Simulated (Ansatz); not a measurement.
The cluster NaPb2⁻, relaxed as a quintet with UKS B3LYP-D4/def2-TZVPD in Ansatz, starting from the B3LYP-D4/def2-TZVPD geometry of the charge -1 singlet. Force threshold 0.02 eV/Å.

In the def2 sets Pb takes a core potential; there is no spin–orbit coupling. The highest occupied level of the charge -1 quintet lies above zero (up to 0.34 eV). The electron is either unbound and held by the finite basis, or the level is raised by self-interaction error. At B3LYP-D4/def2-TZVPD a singlet of charge -1 lies 1.43 eV below the quintet, each at its own geometry. The structure comes from a short search, and lower isomers may exist.

Start:

Cartesian coordinates in Å:
```
Na -0.303 1.524 1.001
Pb -1.112 -1.259 -0.125
Pb 1.415 -0.265 -0.876
```

Q: Estimate the energy that the relaxation releases and the steps that it takes.

A: 0.56 eV, in 5 steps; 23 s on 4 threads of Arm Neoverse V2 on a shared host. No frequencies were taken in this run, so the end may be a saddle point.

Q: Does the start keep its bonding and symmetry?

A: By distances, no bond broke or formed, bridged metal pairs apart. The bond that changes most is Pb2–Pb3, from 2.82 to 3.57 Å (atoms count from 1). Metal–metal contacts that move far: Pb2–Pb3 2.82 to 3.57 Å. Point group C2v at the start, C2v at the end, both within 0.05 Å.

Q: Predict the relaxed structure.

A: 
```xyz
3

Na   -0.279    1.408    0.924
Pb   -1.461   -1.332    0.014
Pb    1.740   -0.075   -0.938
```
Bond lengths (bridged metal pairs left out): 2 × Na–Pb 3.12 Å.
